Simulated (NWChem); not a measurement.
Molecule: AuPH4; SMILES [PH3]->[AuH]

```xyz
6

Au     0.0000     0.0000    -0.4326
H      0.0000     0.0000    -2.0400
P      0.0000     0.0000     1.9228
H      1.2101    -0.2642     2.6147
H     -0.8338    -0.9159     2.6147
H     -0.3763     1.1801     2.6147
```
Atoms are numbered in this order, from 1.

Structure relaxed at the PBE0/def2-SVP level. def2 effective core potentials on Au; no spin-orbit coupling.

**Question.** List the 4 lowest vertical singlet excitations from PBE/def2-SVPD with def2 effective core potentials on Au, TDA (NWChem).

**Answer.** 
```csv
state,energy (eV),oscillator strength,leading excitation (squared amplitude)
S1,4.82,0.039,HOMO → LUMO (0.93)
S2,4.82,0.039,HOMO → LUMO+1 (0.93)
S3,5.30,0.038,HOMO → LUMO+2 (0.93)
S4,5.49,0.000,HOMO−1 → LUMO (0.45)
```
